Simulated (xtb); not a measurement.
xtb input:

```bash
xtb mol.xyz --gfn 2 --sp --chrg 0 --uhf 0
```
mol.xyz:
```
4

H     -0.00000000    -0.00000000    -2.38477291
Be    -0.00000000    -0.00000000    -1.04618228
Be     0.00000000     0.00000000     1.04618228
H      0.00000000     0.00000000     2.38477291
```

Question: Predict the final energy.

Answer: -2.34556 Eh (GFN2-xTB).
